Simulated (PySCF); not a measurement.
## Assigning NMR signals

Cartesian coordinates in Å; atom numbers follow the order of the lines, from 1:
```xyz
20

C    -1.292   -1.498    0.858
N    -1.095   -0.199    0.251
C    -2.285    0.624    0.322
Si    0.143    0.021   -0.904
O     1.489   -0.679   -0.387
Si    2.905   -0.965    0.382
C     0.484    1.929   -0.980
F     0.522    2.541    0.221
F     1.670    2.195   -1.564
F    -0.432    2.613   -1.705
H    -0.364   -2.059    0.818
H    -2.071   -2.065    0.338
H    -1.591   -1.373    1.901
H    -3.122    0.155   -0.206
H    -2.100    1.598   -0.119
H    -2.568    0.761    1.368
H    -0.025   -0.416   -2.289
H     3.059   -2.413    0.243
H     3.924   -0.201   -0.327
H     2.746   -0.558    1.776
```

Calculated, not measured (PySCF): GFN2-xTB geometry, shieldings: GIAO PBE0/pcSseg-1. Single conformer, in vacuum, no relativistic terms, averaged over atoms made equivalent by symmetry, fast rotation or ring inversion.

References, each an isolated molecule treated in the same way: $^{13}$C, $^{1}$H vs TMS.

Problem. Assign these signals to the numbered atoms. $^{13}$C{$^{1}$H} NMR (computed): δ 136.6 (C), 37.8 (CH3).

Solution. 
136.6 → C7, CF3 carbon: 3 electronegative neighbours deshield it
37.8 → C1/C3, methyl carbon bonded to N: pulled downfield by the heteroatom

Problem. Assign these signals to the numbered atoms. $^{1}$H NMR (500 MHz, computed): δ 5.26 (s, 3H), 4.91 (m, 1H), 2.67 (s, 6H).

Solution. 
| δ (ppm) | atoms | environment | reason |
| --- | --- | --- | --- |
| 5.26 | H18/H19/H20 | hydrogen on a silicon bonded to O | – |
| 4.91 | H17 | hydrogen on a silicon bonded to C, N, O | – |
| 2.67 | H11/H12/H13/H14/H15/H16 | hydrogen on a methyl carbon bonded to N | its carbon carries N, an electronegative neighbour |

Splittings by $^{19}$F in the carbon and heteronuclear signals aren't shown, as no couplings were computed. Shifts are as computed. Against solution values, carbons near 30 ppm lie about +3 ppm off and those near 130 ppm about +5 ppm. Of 1211 compounds with measured shifts, 218 miss one by over three times the rms of a fit or turn the order of signals round; such compounds aren't used in these exercises. Multiplicities follow the n + 1 count of equivalent neighbours, as no J values were calculated; m marks all less simple cases, F and P coupling included.
